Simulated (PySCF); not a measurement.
A structure optimised at PBE-D3(BJ)/def2-SVPD, used in a PySCF frequency run:

```xyz
6

O      0.7919     1.3749     0.0000
S     -0.0555    -0.1522     0.0000
O     -1.4931     0.3074     0.0000
O      0.4035    -0.8138    -1.2610
O      0.4035    -0.8138     1.2610
H      0.0405     1.9974     0.0000
```
Charge -1, spin multiplicity 1.

**Question.** Write its SMILES, formula and point group.

**Answer.** O=S(=O)([O-])O, HO₄S, Cs

**Question.** What are its rotational constants (standard atomic weights)?

**Answer.** 4.9601, 4.6555, 4.6501 GHz
